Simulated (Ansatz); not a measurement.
`B[Si](B)(C)[SiH3]` at its PBE0-D4/def2-TZVP geometry, where that method's forces vanish. The species carries charge 0 and has multiplicity 1.

```xyz
15

B     1.0963   -1.2143    0.4267
Si   -0.7886   -0.4884    0.0837
B    -1.1362    0.9685    1.2699
C    -1.3168   -0.5303   -1.7149
Si    1.0241    0.9514    0.4688
H     1.1678   -1.7093    1.5174
H     1.4956   -1.8291   -0.5227
H    -0.6881    0.8601    2.3808
H    -1.8797    1.8766    1.0349
H    -0.5006   -0.2140   -2.3689
H    -2.1873    0.1050   -1.8859
H    -1.5741   -1.5565   -1.9927
H     1.6969    1.6101    1.6091
H     2.0823   -0.3531    0.5068
H     1.5083    1.5232   -0.8131
```

What forces (eV/Å) does PBE-D4/def2-TZVPP give on these atoms in Ansatz? (Estimate.)

The calculation gave: 
```
B1  -0.001  0.078 -0.021
Si2 -0.057 -0.159  0.079
B3   0.065  0.076 -0.015
C4  -0.002  0.003  0.017
Si5 -0.202  0.002  0.047
H6  -0.001 -0.046  0.108
H7   0.040 -0.060 -0.095
H8   0.022 -0.011  0.116
H9  -0.088  0.083 -0.014
H10  0.152  0.056 -0.128
H11 -0.166  0.118 -0.035
H12 -0.047 -0.190 -0.060
H13  0.093  0.070  0.126
H14  0.143 -0.083  0.014
H15  0.050  0.063 -0.138
```
